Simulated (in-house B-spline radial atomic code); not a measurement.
LC-wPBE excitations of K⁺

Method: LC-wPBE. Computed with an all-electron radial atomic-structure program (B-spline basis): linear response of the closed shell [Ne] 3s2 3p6 with the functional's adiabatic kernel; non-relativistic, point nucleus, no spin-orbit coupling, no double excitations, S, P, D and F terms only. Only terms of natural parity with L up to 3 were computed.

Command:
```bash
python run_td.py task.json out
```
Settings (radii: box in bohr, nucleus in fm):
```
Z                        19
electrons                18
configuration            [Ne] 3s2 3p6
hamiltonian              nr
method                   lc_wpbe
box_radius               41.61
intervals                55
```

Time taken, with all properties: 0.7 s on 1 thread of Intel(R) Xeon(R) Platinum 8375C CPU @ 2.90GHz (Ice Lake) (shared host).

The lowest states, in the order of their Tamm-Dancoff energies; the method's threshold (minus the highest occupied level) is 29.945 eV. Labels give the largest channel, * marks a mixed state, and oscillator strengths are full-response dipole values. Semilocal kernels can invert the small singlet-triplet splittings of Rydberg terms. Energies in eV:

```
     state  full response  Tamm-Dancoff  oscillator strength
3p → 4s 3P         19.292        19.302                    -
3p → 4s 1P         19.634        19.642                0.371
3p → 3d 3P         20.036        20.105                    -
3p → 3d 3F         20.202        20.320                    -
3p → 4p 3S         21.605        21.619                    -
3p → 3d 1F         21.670        21.678                    -
3p → 4p 3D         21.915        21.921                    -
3p → 4p 1D         22.076        22.079                    -
3p → 4p 1S              ?             ?                    -
3p → 3d 1P         23.845        23.994                 1.18
3p → 5s 3P         24.865        24.868                    -
3p → 5s 1P         24.963        24.965                0.108
3p → 4d 3P         25.174        25.183                    -
3p → 4d 3F         25.225        25.240                    -
3p → 4d 1F         25.498        25.500                    -
3p → 5p 3S              ?             ?                    -
```

(1) Where does 3p → 5p 3S lie?

(2) Where does 3p → 4p 1S lie?

(3) How large is the singlet-triplet splitting of 3p → 4s (P terms) in Tamm-Dancoff?

(4) What polarisabilities and dispersion coefficient does the method give?

## Answers

(1) At 25.695 eV in full response, 25.700 eV in Tamm-Dancoff.

(2) At 22.839 eV in full response, 22.930 eV in Tamm-Dancoff.

(3) 0.34 eV, from the unrounded values.

(4) Dipole 5.601 bohr³, quadrupole 17.52 bohr⁵, C6 23.94 hartree·bohr⁶ for two such species.
